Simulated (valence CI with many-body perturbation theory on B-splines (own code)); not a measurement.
# Lu⁵⁶⁺: calculated level list

Computed by relativistic CI+MBPT: five valence electrons over a frozen Dirac-Fock core [Ne], a basis of 11 s, 11 p, 10 d, 8 f, 5 g, 2 h functions for each j, with the one-electron correlation potential Σ1 (screened to all orders), the two-electron term Σ2, the three-electron term Σ3, Breit, model QED; selected single and double excitations, second order for the rest, scaled by the run's own slope (own B-spline code, finite nucleus).

No measured spectrum was set against this ion. As an estimate, large intervals hold to a few tenths of a per cent, small ones and those within an open d or f shell to about a per cent. Among the levels kept, up to 3000 cm⁻¹ of a level comes from second order outside the variational space, and about a tenth of that is noise between levels of different J, which matters for small intervals.

Levels 1 to 45 of 166, with energies above the lowest level, (3s^2 3p1/2^2 3p3/2) J=3/2. "Leading %" is the weight of the configuration and term that name the level; weights of strongly mixed levels are sums over their largest components and can fall short. In the jj column 3d3/2^4 stands for four electrons in 3d with j = 3/2. Lifetimes count E1, E2, E3, M1 and M2 decay at the calculated energies, and are blank where another channel may lead or the interval is too uncertain; long ones can be off by a factor of two.

```tsv
No.	Configuration	Term	J	E (eV)	Leading %	Lifetime	Second component	Leading jj
1	3s²3p³	²P°	3/2	0.00	48		27 % 3s²3p³ ²D°	3s^2 3p1/2^2 3p3/2 (99 %)
2	3s²3p²3d	²D	3/2	217.69	40	91.7 ps	34 % 3s²3p²3d ⁴F	3s^2 3p1/2^2 3d3/2 (99 %)
3	3s²3p³	⁴S°	3/2	278.25	55	4.74 ns	44 % 3s²3p³ ²D°	3s^2 3p1/2 3p3/2^2 (99 %)
4	3s²3p³	²D°	5/2	289.55	99	18.7 ns		3s^2 3p1/2 3p3/2^2 (99 %)
5	3s²3p²3d	²D	5/2	296.70	32	5.38 ps	20 % 3s²3p²3d ⁴D	3s^2 3p1/2^2 3d5/2 (98 %)
6	3s²3p³	²P°	1/2	304.08	99	7.86 ns		3s^2 3p1/2 3p3/2^2 (99 %)
7	3s3p⁴	⁴P	5/2	441.58	66	3.82 ps	26 % 3s3p⁴ ²D	3s 3p1/2^2 3p3/2^2 (92 %)
8	3s3p⁴	²P	3/2	470.15	33	1.44 ps	25 % 3s3p⁴ ²D	3s 3p1/2^2 3p3/2^2 (69 %)
9	3s3p⁴	²S	1/2	471.52	54	1.97 ps	25 % 3s3p⁴ ⁴P	3s 3p1/2^2 3p3/2^2 (85 %)
10	3s²3p²3d	⁴F	5/2	493.68	46	136 ps	45 % 3s²3p²3d ²F	3s^2 3p1/2 3p3/2 3d3/2 (98 %)
11	3s²3p²3d	⁴D	1/2	496.70	80	100 ps	13 % 3s²3p²3d ²P	3s^2 3p1/2 3p3/2 3d3/2 (99 %)
12	3s²3p²3d	⁴F	3/2	496.78	33	5.02 ps	29 % 3s²3p²3d ⁴D	3s^2 3p1/2 3p3/2 3d3/2 (92 %)
13	3s²3p²3d	²G	7/2	505.38	51	1.19 ns	26 % 3s²3p²3d ²F	3s^2 3p1/2 3p3/2 3d3/2 (98 %)
14	3s²3p²3d	²D	5/2	533.41	36	427 fs	24 % 3s²3p²3d ²F	3s^2 3p1/2 3p3/2 3d3/2 (92 %)
15	3s²3p²3d	²P	1/2	542.68	38	326 fs	32 % 3s²3p²3d ⁴P	3s^2 3p1/2 3p3/2 3d3/2 (88 %)
16	3s²3p²3d	²D	3/2	543.02	26	232 fs	23 % 3s²3p²3d ⁴P	3s^2 3p1/2 3p3/2 3d3/2 (77 %)
17	3s²3p²3d	⁴D	7/2	560.91	47	1.04 ns	37 % 3s²3p²3d ⁴F	3s^2 3p1/2 3p3/2 3d5/2 (99 %)
18	3s²3p²3d	²P	3/2	572.20	45	6.33 ps	23 % 3s²3p²3d ⁴P	3s^2 3p1/2 3p3/2 3d5/2 (96 %)
19	3s²3p²3d	²G	9/2	573.24	62	297 ns	38 % 3s²3p²3d ⁴F	3s^2 3p1/2 3p3/2 3d5/2 (99 %)
20	3s²3p²3d	²F	5/2	575.70	36	7.22 ps	26 % 3s²3p²3d ²D	3s^2 3p1/2 3p3/2 3d5/2 (96 %)
21	3s²3p³	²P°	3/2	584.09	51	1.45 ns	28 % 3s²3p³ ²D°	3s^2 3p3/2^3 (98 %)
22	3s²3p²3d	²D	5/2	595.85	41	1.59 ps	34 % 3s²3p²3d ⁴P	3s^2 3p1/2 3p3/2 3d5/2 (94 %)
23	3s²3p²3d	²F	7/2	596.52	60	2.53 ps	17 % 3s²3p²3d ⁴F	3s^2 3p1/2 3p3/2 3d5/2 (96 %)
24	3s²3p²3d	²D	3/2	604.71	61	3.24 ps	21 % 3s²3p²3d ²P	3s^2 3p1/2 3p3/2 3d5/2 (97 %)
25	3s²3p²3d	²P	1/2	608.40	54	2.28 ps	36 % 3s²3p²3d ²S	3s^2 3p1/2 3p3/2 3d5/2 (95 %)
26	3s3p³3d	⁴D°	5/2	654.84	29	27.3 ps	20 % 3s3p³3d ⁴F°	3s 3p1/2^2 3p3/2 3d3/2 (95 %)
27	3s3p³3d	⁴D°	3/2	656.92	26	13.1 ps	24 % 3s3p³3d ⁶D°	3s 3p1/2^2 3p3/2 3d3/2 (95 %)
28	3s3p³3d	⁴P°	1/2	658.90	45	28.2 ps	30 % 3s3p³3d ⁶D°	3s 3p1/2^2 3p3/2 3d3/2 (96 %)
29	3s3p³3d	⁴F°	7/2	664.64	23	27.4 ps	17 % 3s3p³3d ⁶D°	3s 3p1/2^2 3p3/2 3d3/2 (92 %)
30	3s3p³3d	²D°	3/2	682.17	27	2.00 ps	12 % 3s3p³3d ⁴F°	3s 3p1/2^2 3p3/2 3d3/2 (82 %)
31	3s3p³3d	⁴G°	5/2	693.51	21	1.11 ps	21 % 3s3p³3d ²F°	3s 3p1/2^2 3p3/2 3d3/2 (80 %)
32	3s3p³3d	⁴D°	1/2	697.53	43	975 fs	24 % 3s3p³3d ²P°	3s 3p1/2^2 3p3/2 3d3/2 (87 %)
33	3s3p³3d	⁴F°	9/2	722.65	48	30.4 ps	31 % 3s3p³3d ⁶D°	3s 3p1/2^2 3p3/2 3d5/2 (98 %)
34	3s²3p3d²	⁴G°	5/2	724.32	43	726 fs	29 % 3s²3p3d² ²F°	3s^2 3p1/2 3d3/2^2 (80 %)
35	3s3p⁴	⁴P	3/2	731.00	69	1.16 ps	17 % 3s3p⁴ ²D	3s 3p1/2 3p3/2^3 (87 %)
36	3s3p³3d	⁴D°	5/2	738.36	30	3.12 ps	20 % 3s3p³3d ⁴P°	3s 3p1/2^2 3p3/2 3d5/2 (96 %)
37	3s3p³3d	⁴D°	7/2	745.93	30	3.51 ps	24 % 3s3p³3d ²F°	3s 3p1/2^2 3p3/2 3d5/2 (88 %)
38	3s3p³3d	²D°	3/2	747.59	32	3.81 ps	18 % 3s3p³3d ⁴D°	3s 3p1/2^2 3p3/2 3d5/2 (87 %)
39	3s3p⁴	²D	5/2	747.92	63	1.17 ps	23 % 3s3p⁴ ⁴P	3s 3p1/2 3p3/2^3 (86 %)
40	3s3p³3d	²F°	7/2	762.28	27	1.11 ps	16 % 3s3p³3d ⁴D°	3s 3p1/2^2 3p3/2 3d5/2 (88 %)
41	3s²3p3d²	⁴D°	1/2	764.07	37	348 fs	37 % 3s²3p3d² ²P°	3s^2 3p1/2 3d3/2^2 (87 %)
42	3s3p⁴	²P	1/2	767.16	46	594 fs	28 % 3s3p⁴ ⁴P	3s 3p1/2 3p3/2^3 (74 %)
43	3s²3p3d²	⁴F°	3/2	767.83	32	220 fs	27 % 3s²3p3d² ²D°	3s^2 3p1/2 3d3/2^2 (79 %)
44	3s3p⁴	²P	3/2	769.49	40	513 fs	27 % 3s3p⁴ ²D	3s 3p1/2 3p3/2^3 (76 %)
45	3s3p³3d	²P°	1/2	770.32	46	3.17 ps	35 % 3s3p³3d ⁴D°	3s 3p1/2^2 3p3/2 3d5/2 (95 %)
```

The ionisation energy to 3s²3p² ³P0 of the next ion comes out as 5527.4 eV (NIST: 5525 ± 5 eV (theoretical)). All 166 levels together are meant to be complete up to 1184.21 eV.
